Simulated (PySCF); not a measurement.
## GeH7NSSi: core ionisation energies

Compound: GeH₇NSSi.
Atom-mapped SMILES: `[SiH3:1][NH:2][GeH2:3][SH:4]`

Cartesian coordinates in Å at the PBE0-D3(BJ)/def2-SVP level; atoms count from 1:
```
atom  x, y, z in Å
Si1   -1.3553    0.9251    0.8420
N2    -0.4064    0.0649   -0.3379
Ge3    0.9371   -1.1247    0.0269
S4     2.6397   -0.1820    1.1242
H5    -1.3781    0.0811    2.0734
H6    -0.8176    2.2764    1.1998
H7    -2.7480    1.1195    0.3320
H8    -0.3993    0.4242   -1.2882
H9     1.4054   -1.6853   -1.3263
H10    0.4285   -2.2012    0.9942
H11    2.9588    0.6579    0.1162
```

Theory: delta-SCF UKS SCAN, pcX-2 on the ionised atom, pcseg-1 elsewhere, spin-free X2C (PySCF 2.14.0). Vertical ΔSCF values, vacuum level as zero.

Q: What binding energy does each computed site have?

A: 
| atom(s) | environment | level | binding energy (eV) | 2p1/2 (eV) | count |
| --- | --- | --- | --- | --- | --- |
| S4 | sulfur bonded to Ge and H | S 1s | 2476.80 | – | 1 |
| Si1 | SiH3 silicon | Si 1s | 1846.86 | – | 1 |
| N2 | silicon-bound nitrogen | N 1s | 404.15 | – | 1 |
| Si1 | SiH3 silicon | Si 2p3/2 | 107.00 | 107.62 | 1 |

Q: Which photon energy gives electrons from Si 1s of Si1 a kinetic energy of 150 eV, and what is their de Broglie wavelength?

A: hν = 1846.86 + 150 = 1996.86 eV, recoil neglected; λ = 12.264 Å/√(E/eV) = 1.00 Å.

Not every level is listed. Spin–orbit coupling isn't in the SCF: each 2p doublet comes from a relaxed spin-free hole plus a matrix of the shell (mean-field spin–orbit coupling and the ground-state 2p splitting), with 2p3/2 averaged over its two sublevels. 2p1/2 minus 2p3/2 (ligand field included): Si 0.62 eV. No level of germanium is listed. One conformer (not necessarily the lowest) at the PBE0-D3(BJ)/def2-SVP geometry, without solvent, vibrations or thermal averaging.
